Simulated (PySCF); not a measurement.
State search for NaBr

Unrestricted PBE0; PySCF, no relativity, basis sets Na def2-TZVPP, Br def2-TZVPP. Outer shells of the fragments: Na 3s1; Br 3d10 4s2 4p5.

Followed along the bond (rough minima from three points):

```csv
2Ms+1,unpaired,⟨S²⟩ at the start,R at minimum (Å),Te (eV)
1,none,0.00,2.51,0.00
3,"σ ↑, π ↑",2.00,none in the scan,≤ 3.83
```

Solutions found at the starting distance of 2.690 Å, counted from the lowest of them; the search is not exhaustive and high or unbound solutions are not listed, so other states can lie among these:

```tsv
2Ms+1	unpaired	term	E (eV)	⟨S²⟩	⟨Lz²⟩	μ (D)
1	none	¹Σ⁺	0.00	0.00	0.00	-9.60
3	σ ↑, π ↑	³Π	3.88	2.00	1.01	2.80
1	σ ↑, π ↓	mixed	3.90	1.00	1.01	2.98
3	σ ↑↑	³Σ⁺	4.21	2.00	0.00	2.71
3	π ↑↑	mixed	5.41	2.00	2.01	1.34
3	π ↑↑	mixed	5.50	2.00	2.01	1.55
```

A term symbol is given only where ⟨S²⟩ and ⟨Lz²⟩ are close to those of a pure state; real π, δ and φ orbitals otherwise mix terms. A positive dipole means Na(−)Br(+).

The measured ground state is X ¹Σ+ (Huber and Herzberg, Constants of Diatomic Molecules (1979)).

Counting both spins, an empty level lies below a filled one in some of these solutions, because spin and occupation are held.
